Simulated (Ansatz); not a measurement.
In4P4H14⁻, a cluster cut from wurtzite InP (hydrogen-capped). Total charge -1; doublet. Geometry PBE-D4/def2-SVP, that of the neutral singlet; atoms count from 1.

Cartesian coordinates in Å:
```
In 0.4087 0.5960 2.8819
P 2.1225 1.1549 0.8530
In -0.8083 -2.8365 0.3631
P -1.3892 -0.5025 1.3554
P 1.0312 -1.8892 -1.3932
In 1.6852 0.6092 -1.6461
In -2.7533 1.1039 -0.1705
P -0.6944 1.6214 -1.8613
H 1.2841 -0.6078 3.7810
H -0.0907 2.1830 3.3881
H 3.4266 0.6207 1.1076
H 2.5025 2.5357 0.8523
H 0.1763 -3.7541 1.4643
H -2.0717 -3.3963 -0.6925
H -2.3847 -0.8626 2.3265
H 2.2839 -2.5694 -1.2554
H 0.7514 -2.3191 -2.7303
H 2.8876 1.0439 -2.8186
H -2.9893 2.6442 0.6013
H -3.8499 0.2167 -1.1875
H -0.4680 3.0291 -1.9949
H -1.0606 1.3788 -3.2244
```

In the def2 sets In takes a core potential; there is no spin–orbit coupling. Single mean-field runs in def2-TZVP are fitted with def2-universal-jkfit. The highest occupied level of the charge -1 doublet lies above zero (up to 0.89 eV). Energy differences disagree on whether the electron is bound (positive means bound): 0.25 eV (vertical, against the charge 0 singlet, at PBE0-D4/def2-TZVP), but -0.08 eV at BHLYP-D4/def2-TZVP.

(1) Estimate the Mulliken populations from the PBE0/def2-TZVP orbitals of Ansatz.

(2) Where does the spin sit?

(3) And the Mayer bond orders between heavy atoms (over 0.3)?

Answers

(1) 
```tsv
atom	charge (e)	spin (α − β)
In1	0.31	0.22
P2	-0.45	0.05
In3	0.31	0.22
P4	-0.64	0.00
P5	-0.45	0.05
In6	0.42	0.19
In7	0.31	0.22
P8	-0.45	0.05
H9	-0.13	-0.01
H10	-0.13	-0.01
H11	0.09	-0.01
H12	0.09	-0.01
H13	-0.13	-0.01
H14	-0.13	-0.01
H15	0.10	-0.03
H16	0.09	-0.01
H17	0.09	-0.01
H18	-0.19	0.15
H19	-0.13	-0.01
H20	-0.13	-0.01
H21	0.09	-0.01
H22	0.09	-0.01
```
Mulliken values depend strongly on the basis.

(2) Summed by element: In 0.83, P 0.16, H 0.00, of 1 unpaired in all. Largest on single atoms: In1 0.22, In3 0.22, In7 0.22.

(3) In1–P2 0.52 (2.71 Å); In1–P4 0.68 (2.60 Å); P2–In6 0.57 (2.60 Å); In3–P4 0.68 (2.60 Å); In3–P5 0.52 (2.71 Å); P4–In7 0.68 (2.60 Å); P5–In6 0.57 (2.59 Å); In6–P8 0.57 (2.59 Å); In7–P8 0.52 (2.71 Å).
